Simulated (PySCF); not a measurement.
F₂OV, charge +1, multiplicity 1. Atoms are numbered in the order given.

```xyz
4

V     -0.2763    -0.0418     0.0000
O      0.2733    -1.4589     0.0000
F      0.2315     0.7018     1.4024
F      0.2315     0.7018    -1.4024
```
Charge +1, spin multiplicity 1.

Geometry: B3LYP-D3(BJ)/def2-SVP. The multiplicity is an assumed one; other spin states were not compared. The isomer is the one that the SMILES or the coordinates give; other isomers of the formula were not compared.

The numbers are results of PBE/pcSseg-2 (PySCF), not measurements.

GIAO shieldings, no solvent; atoms alike by connectivity are averaged. δ = σ(ref) − σ: ¹⁷O against H2O (σ = 327.5 ppm); ¹⁹F against CFCl3 (σ = 132.0 ppm), references at their B3LYP-D3(BJ)/def2-TZVP geometries, non-relativistic.

```
nucleus   atoms  count  δ (ppm)
-------  ------  -----  -------
¹⁷O          O2      1   1450.8
¹⁹F      F3, F4      2    691.1
```
